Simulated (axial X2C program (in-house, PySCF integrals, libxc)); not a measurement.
Working with the constants of LiTe⁻

A bond curve at the CCSD(T) level, 2c, was computed with an axial X2C code built on PySCF integrals (basis Te dyall-acv3z [12s13p9d5f1g], Li dyall-av3z [9s9p3d] (cores contracted in-house)) for the state Ω = 0 (closed shell). Its fit gives Re = 2.4310 Å, ωe = 476.7 cm⁻¹, ωexe = 3.39 cm⁻¹ and αe = 4.183e-03 cm⁻¹; the masses are 129.9062 and 7.0160 u. Two-component means X2C with spin–orbit coupling and atomic mean-field Coulomb and Gaunt terms.

Correlated methods: 8 electrons correlated (number of frozen shells: Te 4 s, 3 p, 2 d; Li 1 s), 270 virtual spin orbitals or spinors in MP2, 90 natural virtuals in coupled cluster.

(1) Find the reduced mass, Be and the force constant.

(2) A Morse curve ties αe to the other constants (Pekeris). How well does that hold?

(3) Estimate the centrifugal constant by the Kratzer relation.

(4) Give B0, the J = 1←0 line in GHz and the most populated J at 300 K (kT = 208.5 cm⁻¹).

(5) Estimate De from a Morse curve and compare with the computed well depth of 1.850 eV to Te- + Li.

Occupations by symmetry block were frozen at the best pattern of an incomplete PBE0 search. Dissociation energies refer to the lowest single-determinant-based atoms at the same level and basis. CCSD and (T) use frozen natural virtuals with an MP2 correction for the truncation; (T) itself is uncorrected, so its De runs slightly low. With the outer-core shells frozen, correlated bond lengths of heavy atoms tend to come out a few hundredths of an ångström too long.

Answers

(1) From the CCSD(T) values: μ = 6.6565 u. Be = 16.8576/(μ Re²) = 0.4285 cm⁻¹. k = 5.8918×10⁻⁷ μ ωe² = 0.891 mdyn/Å.

(2) αe(Morse) = 6Be²/ωe × (√(ωexe/Be) − 1) = 4.190e-03 cm⁻¹; the CCSD(T) curve gives 4.183e-03 cm⁻¹, a ratio of 1.00.

(3) D = 4Be³/ωe² = 1.39e-06 cm⁻¹.

(4) B0 = Be − αe/2 = 0.4264 cm⁻¹; 2B0 = 25.57 GHz; J(max) ≈ √(kT/2B0) − 1/2 = 15.1, so J = 15.

(5) De(Morse) = ωe²/(4ωexe) = 2.078 eV against 1.850 eV computed, a ratio of 1.12. For De the Morse form works well here.
